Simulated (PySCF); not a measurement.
Computed with TPSSh-D3(BJ)/def2-TZVP // BP86-D3(BJ)/def2-SVP run with PySCF 2.14.0. All species are isolated molecules in the gas phase. One relaxed conformer stands for a flexible species; it need not be the lowest. 

Reference species: [Zr(F)3(NH2)] (neutral, multiplicity 1).

The LUMO is -1.63 eV, the HOMO–LUMO gap comes out as 5.73 eV and the coordination number is 4. The HOMO is -7.36 eV.

After one change: the LUMO increases by 1.27 eV; the HOMO–LUMO gap drops by 0.16 eV; the coordination number hardly moves; the HOMO rises by 1.43 eV.

Which change was made? The new species is one of these.
A) [Zr(F)2(NH2)2]
B) [Zr(NH2)4]
C) [Zr(F)(NH2)3]

B, [Zr(NH2)4]
